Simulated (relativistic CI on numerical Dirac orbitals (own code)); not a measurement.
## Inner-shell lines of Pd XXIII

These numbers are calculated, not measured: Dirac-Coulomb-Breit CI, separate exchange-only KLI orbitals for each configuration, model QED (radiative potential, 1s self-energy scaled to tabulated hydrogen-like ionisation energies), valence Slater integrals scaled by 0.85 (own radial code, finite nucleus).

Configurations in the expansion (outside the closed core 1s2 2s2 3s2 3p6): 2p6.3d6, 2p5.3d7, 2p5.3d6.4s. Levels of other configurations are missing.

The table holds the strongest lines. The upper levels have an inner-shell vacancy. Auger decay, open to those above the ionisation limit, is not computed, and radiative decays to configurations outside the model are missing too. Absolute energies can be off by a few tenths of a per cent, so close lines can change order. LS names give the leading component, which can be well under half, for lower levels too. Brackets number the levels in order of energy.

```
E (eV)                Upper              Lower   A (s⁻¹)  gA (s⁻¹)
2905.1   2p5.3d7 1I°_6 [72]  2p6.3d6 1I_6 [19]  5.87e+13  7.63e+14
2908.4   2p5.3d7 3F°_4 [59]   2p6.3d6 3H_4 [6]  1.27e+14  1.14e+15
2908.7   2p5.3d7 1G°_4 [77]  2p6.3d6 3G_4 [15]  7.49e+13  6.74e+14
2908.8   2p5.3d7 3H°_6 [65]   2p6.3d6 3H_6 [7]  1.31e+14  1.70e+15
2911.1  2p5.3d7 3D°_3 [101]  2p6.3d6 3F_4 [27]  1.59e+14  1.11e+15
2912.0   2p5.3d7 3G°_4 [85]  2p6.3d6 3G_5 [14]  1.04e+14  9.37e+14
2913.2   2p5.3d7 5P°_3 [52]   2p6.3d6 5D_4 [1]  1.63e+14  1.14e+15
2913.4  2p5.3d7 1F°_3 [105]  2p6.3d6 1G_4 [32]  1.73e+14  1.21e+15
2913.5   2p5.3d7 5D°_2 [61]   2p6.3d6 5D_3 [3]  1.30e+14  6.52e+14
2913.6   2p5.3d7 3G°_5 [73]   2p6.3d6 3H_6 [7]  1.47e+14  1.62e+15
2914.1   2p5.3d7 1F°_3 [97]  2p6.3d6 1G_4 [24]  8.94e+13  6.26e+14
2914.5   2p5.3d7 3G°_3 [82]  2p6.3d6 3F_3 [10]  8.95e+13  6.27e+14
2914.8   2p5.3d7 1H°_5 [94]  2p6.3d6 1I_6 [19]  2.01e+14  2.21e+15
2916.1   2p5.3d7 3F°_4 [80]   2p6.3d6 3H_5 [8]  1.91e+14  1.71e+15
2916.4   2p5.3d7 3D°_3 [76]   2p6.3d6 3H_4 [6]  1.10e+14  7.72e+14
3057.8  2p5.3d7 3G°_5 [109]   2p6.3d6 3H_6 [7]  9.17e+13  1.01e+15
3057.8  2p5.3d7 1G°_4 [138]  2p6.3d6 1G_4 [32]  7.44e+13  6.70e+14
3058.0  2p5.3d7 3I°_6 [122]  2p6.3d6 1I_6 [19]  7.13e+13  9.27e+14
3063.9  2p5.3d7 3G°_3 [135]  2p6.3d6 1G_4 [24]  1.07e+14  7.51e+14
3065.4  2p5.3d7 3G°_5 [132]  2p6.3d6 1I_6 [19]  1.21e+14  1.34e+15
```
